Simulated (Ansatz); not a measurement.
C₂H₈Si₂⁺, that is cyclo-(H2SiCH2)2 with one electron fewer, relaxed as a doublet with UKS PBE-D4/def2-SVP in Ansatz, starting from the PBE-D4/def2-SVP geometry of the neutral singlet. Force threshold 0.02 eV/Å.

Start:

Cartesian coordinates in Å:
```
Si -0.5235 -0.5381 1.1005
H -0.3415 -1.9648 1.5508
H -1.3948 0.1774 2.1007
C -1.1233 -0.3679 -0.7142
Si 0.5241 0.5368 -1.1008
H 0.3450 1.9626 -1.5553
H 1.3950 -0.1830 -2.0982
C 1.1225 0.3695 0.7146
H -2.0371 0.2449 -0.8498
H -1.2700 -1.3261 -1.2519
H 2.0379 -0.2403 0.8525
H 1.2656 1.3289 1.2511
```

(1) Estimate the energy that the relaxation releases and the steps that it takes.

(2) Does the start keep its bonding and symmetry?

(3) Predict the relaxed structure.

Results:

(1) 33.3 kJ/mol, in 6 steps; 18 s on 4 threads of Intel Xeon on a shared host. No frequencies were taken in this run, so the end may be a saddle point.

(2) By distances, no bond broke or formed. The bond that changes most is Si1–Si5, from 2.66 to 2.54 Å (atoms count from 1). Point group D2h at the start, D2h at the end, both within 0.05 Å.

(3) 
```xyz
12

Si   -0.4993   -0.5130    1.0496
H    -0.2188   -1.9550    1.3527
H    -1.3478    0.3447    1.9408
C    -1.1945   -0.3916   -0.7597
Si    0.4997    0.5121   -1.0498
H     0.2205    1.9539   -1.3548
H     1.3479   -0.3473   -1.9396
C     1.1941    0.3925    0.7599
H    -2.0961    0.2400   -0.8803
H    -1.3144   -1.3573   -1.2883
H     2.0966   -0.2377    0.8817
H     1.3121    1.3587    1.2879
```
Bond lengths: 4 × C–Si 1.94 Å; 1 × Si–Si 2.54 Å; 4 × H–Si 1.50 Å; 4 × C–H 1.11 Å.
